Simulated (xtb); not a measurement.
Harmonic IR lines of one isomer of CH₇BN₂, unscaled. Level of theory: GFN2-xTB (xtb).

```
wavenumber (cm⁻¹)  relative intensity
-----------------  ------------------
394                                68
493                               9.6
586                                63
806                               4.5
818                               7.5
978                               3.9
1066                               11
1114                              8.3
1225                              8.8
1304                               44
1417                               13
1473                              100
1510                               18
1549                               68
2612                               69
2898                               27
2929                               34
3033                               11
3442                              5.5
```

**Question.** Say which structure gives these lines.
A. `BC(N)N`
B. `BNCN`
C. `NBCN`
D. `CNBN`

**Answer.** D, `CNBN`
